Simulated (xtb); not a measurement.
H$_{10}$Si$_{5}$, charge +1, doublet, from a rough starting geometry (a state made from the parent by changing its charge; the spin is typed, not shown lowest); GFN2-xTB (xtb).

xtb was given this input:
```
$ xtb mol.xyz --gfn 2 --chrg 1 --uhf 1 --opt vtight --json

# file mol.xyz
15

Si     0.79373881     1.18079261     1.37789666
Si     1.83620103    -0.55457699     0.22846846
Si     0.28672931    -1.66444611    -0.98823590
Si    -1.69847243    -0.46161290    -0.88037609
Si    -1.18337451     1.54869277     0.24526680
H      0.54138018     0.84548968     2.79702395
H      1.71475728     2.38014377     1.43466980
H      2.57765536    -1.43073306     1.20967655
H      3.01538651    -0.08062459    -0.63707815
H      0.06932268    -3.04618072    -0.55508900
H      0.67596507    -1.87334857    -2.36515909
H     -2.78125143    -1.19069144    -0.19861522
H     -2.31782347    -0.18400077    -2.22713869
H     -1.11245219     2.67801703    -0.67441892
H     -2.33867861     1.98078914     1.18168520
```

**Question.** What does xtb print? Leave out banner, timings and long lists.

**Answer.** 
```
   ID    Z sym.   atoms
    1   14 Si     1-5
    2    1 H      6-15

           -------------------------------------------------
          |                Calculation Setup                |
           -------------------------------------------------

           -------------------------------------------------
          |                 G F N 2 - x T B                 |
           -------------------------------------------------

          ...................................................
          :                      SETUP                      :
          :.................................................:
          :  # basis functions                  60          :
          :  # atomic orbitals                  55          :
          :  # shells                           25          :
          :  # electrons                        29          :
          :  max. iterations                   250          :
          :  Hamiltonian                  GFN2-xTB          :
          :  restarted?                      false          :
          :  GBSA solvation                  false          :
          :  PC potential                    false          :
          :  electronic temp.          300.0000000     K    :
          :  accuracy                    1.0000000          :
          :  -> integral cutoff          0.2500000E+02      :
          :  -> integral neglect         0.1000000E-07      :
          :  -> SCF convergence          0.1000000E-05 Eh   :
          :  -> wf. convergence          0.1000000E-03 e    :
          :  Broyden damping             0.4000000          :
          :  net charge                          1          :
          :  unpaired electrons                  1          :
          ...................................................

 iter      E             dE          RMSdq      gap      omega  full diag
   1    -13.1962429 -0.131962E+02  0.604E+00    3.19       0.0  T
   2    -13.3262713 -0.130028E+00  0.455E+00    2.77       1.0  T
   3    -13.3159893  0.102819E-01  0.365E+00    2.48       1.0  T
   4    -13.3277910 -0.118017E-01  0.266E+00    2.64       1.0  T
   5    -13.3208004  0.699061E-02  0.269E+00    2.50       1.0  T
   6    -13.3463078 -0.255074E-01  0.138E+00    2.60       1.0  T
   7    -13.3467498 -0.441956E-03  0.124E+00    2.60       1.0  T
   8    -13.3503760 -0.362617E-02  0.223E-01    2.61       1.0  T
   9    -13.3503819 -0.588015E-05  0.266E-01    2.61       1.0  T
  10    -13.3504549 -0.730518E-04  0.206E-01    2.61       1.0  T
  11    -13.3505682 -0.113264E-03  0.814E-02    2.61       1.0  T
  12    -13.3505801 -0.118849E-04  0.313E-02    2.61       1.0  T
  13    -13.3505807 -0.672390E-06  0.185E-02    2.61       1.4  T
  14    -13.3505789  0.184404E-05  0.301E-02    2.61       1.0  T
  15    -13.3505815 -0.259345E-05  0.566E-03    2.61       4.6  T
  16    -13.3505815 -0.729205E-07  0.240E-03    2.61      10.7  T
  17    -13.3505815  0.680863E-08  0.202E-03    2.61      12.8  T
  18    -13.3505815 -0.887659E-08  0.792E-04    2.61      32.6  T
  19    -13.3505815 -0.377886E-09  0.627E-04    2.61      41.2  T

   *** convergence criteria satisfied after 19 iterations ***

         :::::::::::::::::::::::::::::::::::::::::::::::::::::
         ::                     SUMMARY                     ::
         :::::::::::::::::::::::::::::::::::::::::::::::::::::
         :: total energy             -13.240468603610 Eh    ::
         :: gradient norm              0.090151291174 Eh/a0 ::
         :: HOMO-LUMO gap              2.607451111610 eV    ::
         ::.................................................::
         :: SCC energy               -13.350525756623 Eh    ::
         :: -> isotropic ES            0.118005973858 Eh    ::
         :: -> anisotropic ES         -0.013223813823 Eh    ::
         :: -> anisotropic XC          0.007003756359 Eh    ::
         :: -> dispersion             -0.012474603235 Eh    ::
         :: repulsion energy           0.110057153013 Eh    ::
         :: add. restraining           0.000000000000 Eh    ::
         :: total charge               1.000000000000 e     ::
         :::::::::::::::::::::::::::::::::::::::::::::::::::::

      -----------------------------------------------------------
     |                   =====================                   |
     |                        A N C O P T                        |
     |                   =====================                   |
     |               Approximate Normal Coordinate               |
     |                Rational Function Optimizer                |
      -----------------------------------------------------------
      -----------------------------------------------------------
     |                   =====================                   |
     |                        A N C O P T                        |
     |                   =====================                   |
     |               Approximate Normal Coordinate               |
     |                Rational Function Optimizer                |
      -----------------------------------------------------------

          ...................................................
          :                      SETUP                      :
          :.................................................:
          :   optimization level         verytight          :
          :   max. optcycles                   300          :
          :   ANC micro-cycles                  20          :
          :   degrees of freedom                39          :
          :.................................................:
          :   RF solver                   davidson          :
          :   write xtbopt.log                true          :
          :   linear?                        false          :
          :   energy convergence         0.1000000E-06 Eh   :
          :   grad. convergence          0.2000000E-03 Eh/α :
[...]
 * total energy  :   -13.2560643 Eh     change       -0.1756267E-06 Eh
 * total energy  :   -13.2560644 Eh     change       -0.1389683E-06 Eh
 * total energy  :   -13.2560646 Eh     change       -0.1230070E-06 Eh
 * total energy  :   -13.2560647 Eh     change       -0.1782866E-06 Eh
 * total energy  :   -13.2560650 Eh     change       -0.2835120E-06 Eh
 * total energy  :   -13.2560654 Eh     change       -0.4326771E-06 Eh
 * total energy  :   -13.2560661 Eh     change       -0.6189986E-06 Eh
 * total energy  :   -13.2560668 Eh     change       -0.7531518E-06 Eh
 * total energy  :   -13.2560676 Eh     change       -0.8177978E-06 Eh
 * total energy  :   -13.2560682 Eh     change       -0.5796708E-06 Eh
 * total energy  :   -13.2560684 Eh     change       -0.2066140E-06 Eh
 * total energy  :   -13.2560685 Eh     change       -0.5340035E-07 Eh
   *** GEOMETRY OPTIMIZATION CONVERGED AFTER 53 ITERATIONS ***
         :: total energy             -13.256068476429 Eh    ::
[...]
         :::::::::::::::::::::::::::::::::::::::::::::::::::::

           -------------------------------------------------
          |                Property Printout                |
           -------------------------------------------------

    * Orbital Energies and Occupations

         #    Occupation            Energy/Eh            Energy/eV
      -------------------------------------------------------------
         1        2.0000           -0.9614468             -26.1623
       ...           ...                  ...                  ...
         3        2.0000           -0.8798508             -23.9420
         4        2.0000           -0.7709875             -20.9796
         5        2.0000           -0.7569614             -20.5980
         6        2.0000           -0.5838616             -15.8877
         7        2.0000           -0.5791278             -15.7589
         8        2.0000           -0.5758185             -15.6688
         9        2.0000           -0.5729580             -15.5910
        10        2.0000           -0.5664227             -15.4131
        11        2.0000           -0.5572416             -15.1633
        12        2.0000           -0.5310119             -14.4496
        13        2.0000           -0.5293182             -14.4035
        14        1.9996           -0.5013673             -13.6429
        15        1.0004           -0.4866138             -13.2414 (HOMO)
        16                         -0.3871241             -10.5342 (LUMO)
        17                         -0.3734527             -10.1622
        18                         -0.3707614             -10.0889
        19                         -0.3614857              -9.8365
        20                         -0.3580548              -9.7432
        21                         -0.3482540              -9.4765
        22                         -0.3467344              -9.4351
        23                         -0.3418066              -9.3010
        24                         -0.3270616              -8.8998
        25                         -0.3180066              -8.6534
        26                         -0.2998142              -8.1584
       ...                                ...                  ...
        55                          0.8607641              23.4226
      -------------------------------------------------------------
                  HL-Gap            0.0994897 Eh            2.7073 eV
             Fermi-level           -0.4654298 Eh          -12.6650 eV

     #   Z          covCN         q      C6AA      α(0)
     1  14 Si       3.599     0.355   101.795    19.379
     2  14 Si       3.664     0.329   101.727    19.330
     3  14 Si       3.684     0.319   101.852    19.334
     4  14 Si       3.665     0.328   101.732    19.330
     5  14 Si       3.600     0.354   101.791    19.378
     6   1 H        0.918    -0.074     4.741     3.406
     7   1 H        0.919    -0.050     4.089     3.163
     8   1 H        0.918    -0.070     4.618     3.361
     9   1 H        0.918    -0.076     4.791     3.424
    10   1 H        0.918    -0.072     4.682     3.384
    11   1 H        0.918    -0.072     4.674     3.381
    12   1 H        0.918    -0.076     4.784     3.421
    13   1 H        0.918    -0.070     4.624     3.363
    14   1 H        0.918    -0.074     4.740     3.405
    15   1 H        0.919    -0.051     4.106     3.169

 Mol. C6AA /au·bohr⁶  :       5117.757585
 Mol. C8AA /au·bohr⁸  :     249731.093707
 Mol. α(0) /au        :        130.229486

Wiberg/Mayer (AO) data.
largest (>0.10) Wiberg bond orders for each atom

 ---------------------------------------------------------------------------
     #   Z sym  total        # sym  WBO       # sym  WBO       # sym  WBO
 ---------------------------------------------------------------------------
     1  14 Si   3.383 --     7 H    0.909     6 H    0.908     2 Si   0.724
                             5 Si   0.613
     2  14 Si   3.622 --     8 H    0.891     9 H    0.888     3 Si   0.816
                             1 Si   0.724
     3  14 Si   3.674 --    10 H    0.880    11 H    0.880     4 Si   0.818
                             2 Si   0.816
     4  14 Si   3.625 --    13 H    0.890    12 H    0.888     3 Si   0.818
                             5 Si   0.727
     5  14 Si   3.388 --    15 H    0.909    14 H    0.908     4 Si   0.727
                             1 Si   0.613
     6   1 H    0.994 --     1 Si   0.908
     7   1 H    0.997 --     1 Si   0.909
     8   1 H    0.994 --     2 Si   0.891
     9   1 H    0.993 --     2 Si   0.888
    10   1 H    0.994 --     3 Si   0.880
    11   1 H    0.994 --     3 Si   0.880
    12   1 H    0.993 --     4 Si   0.888
    13   1 H    0.994 --     4 Si   0.890
    14   1 H    0.994 --     5 Si   0.908
    15   1 H    0.996 --     5 Si   0.909
 ---------------------------------------------------------------------------

Topologies differ in total number of bonds
Writing topology from bond orders to xtbtopo.mol

molecular dipole:
                 x           y           z       tot (Debye)
 q only:       -0.007       0.157       0.077
   full:        0.004       0.072       0.027       0.196
molecular quadrupole (traceless):
                xx          xy          yy          xz          yz          zz
 q only:        1.663      -1.580       0.842       2.368       3.680      -2.505
  q+dip:        1.574      -1.574       1.009       2.277       3.891      -2.583
   full:        2.405      -1.942       0.425       3.187       3.814      -2.829

optimized geometry written to: xtbopt.xyz

           -------------------------------------------------
          | TOTAL ENERGY              -13.256068476429 Eh   |
          | GRADIENT NORM               0.000049512996 Eh/α |
          | HOMO-LUMO GAP               2.707253697286 eV   |
           -------------------------------------------------

normal termination of xtb
```
